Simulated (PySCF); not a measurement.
A database entry of computed molecular properties. Lists by class give the value and the number of equivalent atoms.

```json
{
 "formula": "C8H11F3",
 "smiles": "CC[C@]12C[C@](C(F)(F)F)(C1)C2",
 "inchi": "InChI=1S/C8H11F3/c1-2-6-3-7(4-6,5-6)8(9,10)11/h2-5H2,1H3/t6-,7-",
 "charge": 0,
 "multiplicity": 1,
 "geometry_level": "PBE0-D3(BJ)/def2-SVP",
 "atoms_angstrom": [
  ["C", 3.404, 0.064, 0.467],
  ["C", 2.467, 0.153, -0.728],
  ["C", 1.015, 0.14, -0.341],
  ["C", 0.27, 1.158, 0.568],
  ["C", -0.784, 0.124, 0.134],
  ["C", -2.23, 0.107, 0.512],
  ["F", -2.849, 1.23, 0.131],
  ["F", -2.387, -0.011, 1.835],
  ["F", -2.868, -0.919, -0.061],
  ["C", 0.252, -0.976, 0.425],
  ["C", -0.209, 0.214, -1.291],
  ["H", 3.255, 0.911, 1.154],
  ["H", 3.234, -0.861, 1.04],
  ["H", 4.458, 0.071, 0.152],
  ["H", 2.668, 1.073, -1.302],
  ["H", 2.652, -0.686, -1.42],
  ["H", 0.536, 1.161, 1.635],
  ["H", 0.147, 2.177, 0.17],
  ["H", 0.517, -1.126, 1.483],
  ["H", 0.112, -1.931, -0.104],
  ["H", -0.365, 1.165, -1.822],
  ["H", -0.381, -0.657, -1.943]
 ],
 "electronic_structure_code": "PySCF",
 "results": {
  "PBE0-D3(BJ)/def2-SVP geometry optimisation, gas phase": {
   "rotational_constants_GHz": [2.617, 0.615, 0.602]
  },
  "PBE0/def2-SVPD ground state and vertical TDDFT (core frozen in the response)": {
   "dipole_D": 3.02,
   "homo_eV": -8.87,
   "lumo_eV": 0.52,
   "S1_eV": 8.35,
   "strongest_line_of_10_singlets_degenerate_states_summed_eV": 9.15,
   "T1_tda_eV": 8.24,
   "polarisability_au": 92.0,
   "r2_bohr2_about_centre_of_nuclear_charge": 1957.5,
   "singlets_eV_and_f": [
    [8.35, 0.002],
    [8.46, 0.03],
    [8.6, 0.032],
    [8.89, 0.001],
    [9.0, 0.022],
    [9.05, 0.063],
    [9.12, 0.004],
    [9.15, 0.048],
    [9.15, 0.074],
    [9.21, 0.037]
   ],
   "triplets_tda_eV": [8.24, 8.28, 8.45, 8.76]
  },
  "PBE0/pcSseg-1 ground state and GIAO shieldings, non-relativistic": {
   "shift_vs_computed_TMS_C_by_class_ppm": [
    [128.7, 1],
    [48.3, 3],
    [39.1, 1],
    [34.9, 1],
    [27.2, 1],
    [11.6, 1]
   ],
   "shift_vs_computed_TMS_H_by_class_ppm": [
    [1.5, 6],
    [1.45, 2],
    [0.94, 3]
   ],
   "shielding_other_nuclei_by_class_ppm": [
    ["F", 269.1, 3]
   ],
   "charges_hirshfeld_e_by_atom": [-0.11, -0.07, 0.03, -0.07, -0.02, 0.25, -0.1, -0.1, -0.1, -0.07, -0.07, 0.04, 0.04, 0.04, 0.04, 0.04, 0.04, 0.04, 0.04, 0.04, 0.04, 0.04]
  },
  "B3LYP/pcJ-1 indirect spin-spin coupling, non-relativistic, gas phase; spin–dipole term left out for some pairs": {
   "largest_one_bond_couplings_by_class_Hz": [
    ["19F–13C", -338.0, 3],
    ["13C–1H", 153.2, 6],
    ["13C–1H", 132.5, 3],
    ["13C–1H", 130.5, 2]
   ]
  }
 }
}
```

S1 lies 1.04 eV below the HOMO–LUMO gap; its leading configuration is HOMO→LUMO, weight 0.98. The polarisability is 13.63 Å³ as a volume (1 au = 0.148185 Å³), or 1.07 au for each of the 86 electrons.

 NMR classes are plain means over equivalent atoms (diastereotopic ones count apart unless rotation or inversion swaps them), as if these changed places fast; in this geometry the members of some classes differ.

For the NMR shielding job (PBE0/pcSseg-1), time: 90 s of wall time; peak memory 1.3 GiB. Hardware: one thread of an Arm Neoverse N1 (shared host).

The values belong to the conformer `[CH3:1][CH2:2][C@:3]12[CH2:4][C@:5]([C:6]([F:7])([F:8])[F:9])([CH2:10]1)[CH2:11]2`: C1–C2–C3–C4 60°, C4–C5–C6–F7 59°.
